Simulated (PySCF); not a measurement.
**Computed properties of BiFBr2, SMILES [F][Bi]([Br])[Br]**

BiFBr2, SMILES [F][Bi]([Br])[Br]. Geometry optimised at B3LYP-D3(BJ)/def2-SVP. The structure was generated by enumeration; whether it is a known compound was not checked. The def2 effective core potentials stand for the cores of Bi; spin–orbit coupling is left out. The values are those of a single conformer. All values are computed for the isolated molecule unless a solvent is named; none is compared with measurement here.

**Structure.** The optimised structure has Cs symmetry. All 6 harmonic modes at B3LYP-D3(BJ)/def2-SVP (PySCF) are real, so it is a minimum. With heavy atoms numbered as in [Bi:1]([F:2])([Br:3])[Br:4], the shortest bond between them is Bi1–F2 at 2.041 Å and the longest Bi1–Br3 at 2.627 Å.

**Vibrations.** The strongest infrared lines (harmonic, unscaled, degenerate partners summed) lie at 576 cm⁻¹ (61 km/mol, F 91 %, Bi 9 %), 220 cm⁻¹ (41 km/mol, Br 66 %, Bi 33 %), 224 cm⁻¹ (16 km/mol, Br 72 %, Bi 27 %). The softest mode is at 65 cm⁻¹ and the zero-point energy is 1.9 kcal/mol.

**Electronic structure.** HF/def2-TZVP (PySCF) places the frontier levels at -11.08 and 0.30 eV, a gap of 11.38 eV, and gives a dipole moment of 4.62 D and a mean polarisability of 79.7 bohr³. PBE/def2-TZVP (PySCF) at the same geometry gives -7.24 and -3.29 eV, so its gap is 7.43 eV narrower. An orbital gap is neither the optical nor the fundamental gap.

**Excitations.** TDDFT-PBE0/def2-SVPD (PySCF) has S1 at 4.50 eV (275 nm, f = 0.008, weak); the most intense of the 10 singlets computed lies at 4.58 eV (f = 0.02). T1 (TDA) is at 4.06 eV. TDDFT-PBE/def2-SVPD (PySCF) puts S1 at 4.01 eV. No vertical singlet excitation falls in the visible range (under 3.1 eV).
